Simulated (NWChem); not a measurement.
System: THF (C₄H₈O); SMILES C1CCOC1

NWChem printed, in part:

```
             Northwest Computational Chemistry Package (NWChem) 7.3.0
             --------------------------------------------------------

 C1  symmetry detected

                             Geometry "geometry" -> ""
                             -------------------------

 Output coordinates in angstroms (scale by  1.889725989 to convert to a.u.)

  No.       Tag          Charge          X              Y              Z
 ---- ---------------- ---------- -------------- -------------- --------------
    1 C                    6.0000    -0.72485165     0.99109960    -0.22467970
    2 C                    6.0000     0.73291539     0.98520259     0.22402190
    3 C                    6.0000     1.15165749    -0.43677403    -0.13399332
    4 O                    8.0000    -0.00531694    -1.23558230    -0.00082479
    5 C                    6.0000    -1.15501984    -0.42688060     0.13511041
    6 H                    1.0000    -1.33528446     1.76173701     0.26812322
    7 H                    1.0000    -0.79109810     1.15301761    -1.31289763
    8 H                    1.0000     1.34999858     1.75023234    -0.26921933
    9 H                    1.0000     0.80006721     1.14781713     1.31208603
   10 H                    1.0000     1.94555517    -0.83048290     0.52260083
   11 H                    1.0000     1.52892142    -0.48654290    -1.17467530
   12 H                    1.0000    -1.52992012    -0.47264313     1.17687493
   13 H                    1.0000    -1.95391253    -0.81436210    -0.51905016

 Effective nuclear repulsion energy (a.u.)     191.3794288857

 Summary of "cd basis" -> "" (spherical)
 ------------------------------------------------------------------------------
       Tag                 Description            Shells   Functions and Types
 ---------------- ------------------------------  ------  ---------------------
 *                  Weigend Coulomb Fitting           on all atoms

                                 NWChem DFT Module
                                 -----------------

 Summary of "cd basis" -> "cd basis" (spherical)
 ------------------------------------------------------------------------------
       Tag                 Description            Shells   Functions and Types
 ---------------- ------------------------------  ------  ---------------------
 C                  Weigend Coulomb Fitting         15       49   6s4p3d1f1g
 O                  Weigend Coulomb Fitting         15       49   6s4p3d1f1g
 H                  Weigend Coulomb Fitting          5       11   3s1p1d

 Summary of "ao basis" -> "ao basis" (spherical)
 ------------------------------------------------------------------------------
       Tag                 Description            Shells   Functions and Types
 ---------------- ------------------------------  ------  ---------------------
 C                           6-31g*                  6       14   3s2p1d
 O                           6-31g*                  6       14   3s2p1d
 H                           6-31g*                  2        2   2s

            General Information
            -------------------
          SCF calculation type: DFT
          Wavefunction type:  closed shell.
          No. of atoms     :    13
          No. of electrons :    40
           Alpha electrons :    20
            Beta electrons :    20
          Charge           :     0
          Spin multiplicity:     1
          Use of symmetry is: off; symmetry adaption is: off
          Maximum number of iterations: 150
          AO basis - number of functions:    86
                     number of shells:    46
          A Charge density fitting basis will be used.
          CD basis - number of functions:   333
                     number of shells:   115
          Convergence on energy requested:  1.00D-06
          Convergence on density requested:  1.00D-05
          Convergence on gradient requested:  5.00D-04

              XC Information
              --------------
                  TPSS metaGGA Exchange Functional  1.000
             TPSS03 metaGGA Correlation Functional  1.000

             Grid Information
             ----------------
          Grid used for XC integration:  medium
          Radial quadrature: Mura-Knowles
          Angular quadrature: Lebedev.
          Tag              B.-S. Rad. Rad. Pts. Rad. Cut. Ang. Pts.
          ---              ---------- --------- --------- ---------
          C                   0.70       49           9.0       434
          O                   0.60       49           9.0       434
          H                   0.35       45          10.0       434
          Grid pruning is: on
          Number of quadrature shells:   605
          Spatial weights used:  Erf1

[...]

                         DFT ENERGY GRADIENTS

    atom               coordinates                        gradient
                 x          y          z           x          y          z
   1 C      -1.369771   1.872907  -0.424583    0.006685  -0.009378   0.004657
   2 C       1.385009   1.861763   0.423340   -0.006762  -0.009345  -0.004666
   3 C       2.176317  -0.825383  -0.253211   -0.017396  -0.003033   0.003591
   4 O      -0.010048  -2.334912  -0.001559    0.000103   0.021104   0.000055
   5 C      -2.182671  -0.806687   0.255322    0.017345  -0.003158  -0.003667
   6 H      -2.523322   3.329200   0.506679   -0.000862   0.000948   0.000664
   7 H      -1.494959   2.178887  -2.481017   -0.000246   0.000625  -0.001372
   8 H       2.551127   3.307460  -0.508751    0.000879   0.000940  -0.000648
   9 H       1.511908   2.169060   2.479483    0.000239   0.000628   0.001372
  10 H       3.676566  -1.569385   0.987572    0.001919   0.000099   0.000653
  11 H       2.889243  -0.919433  -2.219814    0.000965   0.000227  -0.001005
  12 H      -2.891130  -0.893166   2.223971   -0.000942   0.000223   0.001005
  13 H      -3.692359  -1.538921  -0.980863   -0.001928   0.000120  -0.000639
```

Level: TPSS/6-31G* (spherical d), Coulomb fitting. Geometry: optimised at PBE0/def2-SVP.

**Question.** Which NWChem input produces such a log?

**Answer.** Several could match; the one computed here: the input that was run:
```
start job
memory heap 200 mb stack 900 mb global 1100 mb
geometry units angstroms noautoz
  C     -0.749675     0.971165    -0.222926
  C      0.709059     1.001576     0.221622
  C      1.161945    -0.409671    -0.137284
  O      0.025536    -1.236910    -0.000651
  C     -1.143493    -0.456953     0.138388
  H     -1.377643     1.726554     0.271451
  H     -0.823013     1.131082    -1.310985
  H      1.305560     1.781546    -0.273537
  H      0.775247     1.166114     1.309456
  H      1.967233    -0.783370     0.517129
  H      1.537368    -0.450355    -1.179026
  H     -1.514179    -0.511712     1.181226
  H     -1.934379    -0.864327    -0.513412
end
basis spherical
  C library 6-31g*
  O library 6-31g*
  H library 6-31g*
end
basis "cd basis" spherical
  * library "Weigend Coulomb Fitting"
end
dft
  xc xtpss03 ctpss03
  iterations 150
end
task dft gradient
```
